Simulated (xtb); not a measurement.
Input file for xtb: GFN2-xTB on GeH4 (SMILES [GeH4]).

```
$ xtb mol.xyz --gfn 2 --sp --chrg 0 --uhf 0
5

Ge    -0.09412367     0.07716543     3.72297272
H      0.10076402    -1.43928620     3.83299942
H     -1.32903427     0.39246251     2.86393033
H      1.14780222     0.74396510     3.11996314
H     -0.33330187     0.65326507     5.13292620
```

It printed:

```
[...]
           -------------------------------------------------
          |                Calculation Setup                |
           -------------------------------------------------



           -------------------------------------------------
          |                 G F N 2 - x T B                 |
           -------------------------------------------------

        Reference                      10.1021/acs.jctc.8b01176
      * Hamiltonian:
        H0-scaling (s, p, d)           1.850000    2.230000    2.230000
        zeta-weighting                 0.500000
      * Dispersion:
        s8                             2.700000
        a1                             0.520000
        a2                             5.000000
        s9                             5.000000
      * Repulsion:
        kExp                           1.500000    1.000000
        rExp                           1.000000
      * Coulomb:
        alpha                          2.000000
        third order                    shell-resolved
        anisotropic                    true
        a3                             3.000000
        a5                             4.000000
        cn-shift                       1.200000
        cn-exp                         4.000000
        max-rad                        5.000000


          ...................................................
          :                      SETUP                      :
          :.................................................:
          :  # basis functions                  14          :
          :  # atomic orbitals                  13          :
          :  # shells                            7          :
          :  # electrons                         8          :
          :  max. iterations                   250          :
          :  Hamiltonian                  GFN2-xTB          :
          :  restarted?                      false          :
          :  GBSA solvation                  false          :
          :  PC potential                    false          :
          :  electronic temp.          300.0000000     K    :
          :  accuracy                    1.0000000          :
          :  -> integral cutoff          0.2500000E+02      :
          :  -> integral neglect         0.1000000E-07      :
          :  -> SCF convergence          0.1000000E-05 Eh   :
          :  -> wf. convergence          0.1000000E-03 e    :
          :  Broyden damping             0.4000000          :
          :  net charge                          0          :
          :  unpaired electrons                  0          :
          ...................................................

 iter      E             dE          RMSdq      gap      omega  full diag
   1     -3.9563478 -0.395635E+01  0.252E+00    8.54       0.0  T
   2     -3.9613227 -0.497485E-02  0.122E+00    8.06       1.0  T
   3     -3.9620233 -0.700633E-03  0.107E+00    8.33       1.0  T
   4     -3.9637390 -0.171575E-02  0.223E-01    8.18       1.0  T
   5     -3.9637703 -0.312731E-04  0.133E-02    8.16       3.4  T
   6     -3.9637704 -0.101917E-06  0.474E-03    8.16       9.4  T
   7     -3.9637704 -0.245815E-07  0.251E-04    8.16     178.5  T
   8     -3.9637704 -0.503060E-10  0.741E-05    8.16     603.4  T

   *** convergence criteria satisfied after 8 iterations ***

         #    Occupation            Energy/Eh            Energy/eV
      -------------------------------------------------------------
         1        2.0000           -0.6162118             -16.7680
         2        2.0000           -0.4408493             -11.9961
         3        2.0000           -0.4399722             -11.9723
         4        2.0000           -0.4379324             -11.9167 (HOMO)
         5                         -0.1380798              -3.7573 (LUMO)
         6                         -0.1337719              -3.6401
         7                         -0.1318276              -3.5872
         8                         -0.0124787              -0.3396
         9                         -0.0124661              -0.3392
       ...                                ...                  ...
        13                          0.9330523              25.3896
      -------------------------------------------------------------
                  HL-Gap            0.2998526 Eh            8.1594 eV
             Fermi-level           -0.2880061 Eh           -7.8370 eV

 SCC (total)                   0 d,  0 h,  0 min,  0.001 sec
 SCC setup                      ...        0 min,  0.000 sec (  3.961%)
 Dispersion                     ...        0 min,  0.000 sec (  1.305%)
 classical contributions        ...        0 min,  0.000 sec (  0.736%)
 integral evaluation            ...        0 min,  0.000 sec ( 12.195%)
 iterations                     ...        0 min,  0.001 sec ( 63.996%)
 molecular gradient             ...        0 min,  0.000 sec ( 13.710%)
 printout                       ...        0 min,  0.000 sec (  3.778%)

         :::::::::::::::::::::::::::::::::::::::::::::::::::::
         ::                     SUMMARY                     ::
         :::::::::::::::::::::::::::::::::::::::::::::::::::::
         :: total energy              -3.944950470236 Eh    ::
         :: gradient norm              0.026848645948 Eh/a0 ::
         :: HOMO-LUMO gap              8.159404684383 eV    ::
         ::.................................................::
         :: SCC energy                -3.963770371373 Eh    ::
         :: -> isotropic ES           -0.001617367015 Eh    ::
         :: -> anisotropic ES          0.001333406693 Eh    ::
         :: -> anisotropic XC          0.002359945679 Eh    ::
         :: -> dispersion             -0.001205512489 Eh    ::
         :: repulsion energy           0.018819901137 Eh    ::
         :: add. restraining           0.000000000000 Eh    ::
         :: total charge               0.000000000000 e     ::
         :::::::::::::::::::::::::::::::::::::::::::::::::::::

           -------------------------------------------------
          |                Property Printout                |
           -------------------------------------------------

    * Orbital Energies and Occupations

         #    Occupation            Energy/Eh            Energy/eV
      -------------------------------------------------------------
         1        2.0000           -0.6162118             -16.7680
         2        2.0000           -0.4408493             -11.9961
         3        2.0000           -0.4399722             -11.9723
         4        2.0000           -0.4379324             -11.9167 (HOMO)
         5                         -0.1380798              -3.7573 (LUMO)
         6                         -0.1337719              -3.6401
         7                         -0.1318276              -3.5872
         8                         -0.0124787              -0.3396
         9                         -0.0124661              -0.3392
        10                          0.0153561               0.4179
        11                          0.9271298              25.2285
        12                          0.9312738              25.3413
        13                          0.9330523              25.3896
      -------------------------------------------------------------
                  HL-Gap            0.2998526 Eh            8.1594 eV
             Fermi-level           -0.2880061 Eh           -7.8370 eV

     #   Z          covCN         q      C6AA      α(0)
     1  32 Ge       3.713     0.085   170.153    23.420
     2   1 H        0.929    -0.018     3.388     2.878
     3   1 H        0.928    -0.022     3.464     2.910
     4   1 H        0.929    -0.018     3.398     2.883
     5   1 H        0.926    -0.027     3.577     2.957
Note: The following floating-point exceptions are signalling: IEEE_DENORMAL
normal termination of xtb

 Mol. C6AA /au·bohr⁶  :        417.855311
 Mol. C8AA /au·bohr⁸  :      22759.922539
 Mol. α(0) /au        :         35.048136


Wiberg/Mayer (AO) data.
largest (>0.10) Wiberg bond orders for each atom

 ---------------------------------------------------------------------------
     #   Z sym  total        # sym  WBO       # sym  WBO       # sym  WBO
 ---------------------------------------------------------------------------
     1  32 Ge   3.453 --     5 H    0.866     3 H    0.863     4 H    0.862
                             2 H    0.862
     2   1 H    1.000 --     1 Ge   0.862
     3   1 H    1.000 --     1 Ge   0.863
     4   1 H    1.000 --     1 Ge   0.862
     5   1 H    0.999 --     1 Ge   0.866
 ---------------------------------------------------------------------------

Topologies differ in total number of bonds
Writing topology from bond orders to xtbtopo.mol

molecular dipole:
                 x           y           z       tot (Debye)
 q only:        0.013      -0.014      -0.020
   full:        0.027      -0.029      -0.041       0.144
molecular quadrupole (traceless):
                xx          xy          yy          xz          yz          zz
 q only:        0.156       0.019       0.174       0.142      -0.188      -0.330
  q+dip:        0.315       0.032       0.348       0.285      -0.380      -0.663
   full:        0.301       0.028       0.322       0.289      -0.355      -0.623


           -------------------------------------------------
          | TOTAL ENERGY               -3.944950470236 Eh   |
          | GRADIENT NORM               0.026848645948 Eh/α |
          | HOMO-LUMO GAP               8.159404684383 eV   |
           -------------------------------------------------

------------------------------------------------------------------------
------------------------------------------------------------------------
 total:
 SCF:
```

The run finished.

Cost: very roughly 0.03 core-seconds.
